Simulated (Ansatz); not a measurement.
`[F][Ti]([F])([I])[I]`, relaxed with RKS PBE-D4/def2-SVP in the Gaussian-basis code of Ansatz from a rough embedded geometry. The force threshold is 0.03 eV/Å; the program also tests the step.

Charge 0, multiplicity 1. I takes the def2 core potential.

Start:

```xyz
5

F     1.030   -1.615    0.754
Ti    0.157   -0.062   -0.018
F     1.433    0.874   -1.073
I    -1.844   -0.781   -1.594
I    -0.777    1.585    1.931
```

```json
{"step": "1", "energy (eV)": "-44738.5894", "largest force (eV/Å)": "3.740", "largest move (Å)": "0.000"}
{"step": "2", "energy (eV)": "-44739.4697", "largest force (eV/Å)": "1.528", "largest move (Å)": "0.192"}
{"step": "3", "energy (eV)": "-44739.5688", "largest force (eV/Å)": "0.468", "largest move (Å)": "0.079"}
{"step": "4", "energy (eV)": "-44739.5713", "largest force (eV/Å)": "0.143", "largest move (Å)": "0.044"}
{"step": "5", "energy (eV)": "-44739.5758", "largest force (eV/Å)": "0.026", "largest move (Å)": "0.027"}
```

End:

```xyz
5

F     0.932   -1.450    0.680
Ti    0.182   -0.051   -0.022
F     1.360    0.800   -0.970
I    -1.766   -0.778   -1.519
I    -0.708    1.479    1.831
```

Hardware: 4 threads of an Arm Neoverse V1 on a shared host. Wall time 11 s, peak host memory 0.19 GiB.
